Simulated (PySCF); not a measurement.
**SrIn and its ions**

PBE0; Sr def2-SVPD with ECP28, In def2-SVPD with ECP28; scalar-relativistic core potentials (PySCF 2.14). Neutral (UKS): doublet (π ↑), Re = 3.446 Å, ωe = 94.1 cm⁻¹, De = 0.57 eV, HOMO -3.53 eV, LUMO -2.06 eV.

SrIn⁺ (UKS): singlet (closed shell), Re = 3.804 Å, ωe = 82.1 cm⁻¹, De = 1.42 eV to Sr⁺ + In. The energies at the minima are -220.79834 hartree for SrIn and -220.62351 for SrIn⁺.

(1) Work out the adiabatic ionisation energy, without and with harmonic zero-point energies (1 hartree = 27.2114 eV, 1 eV = 8065.5 cm⁻¹), and the change of the bond length.

SrIn⁻ (UKS): triplet (π ↑↑), Re = 3.246 Å, ωe = 112 cm⁻¹, De = 1.35 eV to Sr + In⁻. The energies at the minima are -220.79834 hartree for SrIn and -220.83388 for SrIn⁻.

(2) Work out the adiabatic electron affinity, without and with harmonic zero-point energies (1 hartree = 27.2114 eV, 1 eV = 8065.5 cm⁻¹), and the change of the bond length.

Closed-shell solutions of metal pairs were not tested for spin polarisation, which can lower them a little. Spin–orbit coupling is left out, which matters for elements this heavy, above all for dissociation energies. For an ion De counts to the pair picked by the measured ionisation energies or electron affinities, which need not be the lowest pair at this level. The highest Kohn–Sham level is positive in this anion. Much of that is self-interaction error, but it also means that the finite basis helps to hold the extra electron. States were picked by a PBE0 search and need not be the measured ground states.

Answers

(1) At PBE0: 0.17483 hartree = 4.757 eV between the minima; the zero-point term (82.1 − 94.1)/2 cm⁻¹ = -0.001 eV makes it 4.757 eV. Re changes by +35.8 pm against the neutral. The electron leaves a π orbital, and the longer bond of the ion fits a bonding orbital, or a change in how ionic the bond is.

(2) At PBE0: 0.03554 hartree = 0.967 eV between the minima; the zero-point term (94.1 − 112.0)/2 cm⁻¹ = -0.001 eV makes it 0.966 eV. Re changes by -20.0 pm against the neutral. The electron enters a π orbital; the charge polarises the partner, so the anion is bound more strongly.
